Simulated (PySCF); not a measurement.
Vertical excitations of a molecule CH4N2O2Si from PySCF with TDDFT-PBE/def2-SVPD, as energy in eV (oscillator strength): 6.25 (0.012), 6.49 (0.001), 6.61 (0.012), 6.77 (0.007), 6.91 (0.031), 6.99 (0.005), 7.12 (0.005), 7.35 (0.039), 7.43 (0.001), 7.52 (0.016). Lowest triplet (TDA): 6.10 eV. Coordinates come from a TPSSh-D3(BJ)/def2-SVP optimisation. The values are those of a single conformer.

**Question.** Pick the molecule that these values belong to.
A. N[Si@@]1(O)N=CO1
B. N#CO[Si@@H](N)O
C. N[Si@H](O)N=C=O

**Answer.** B, N#CO[Si@@H](N)O
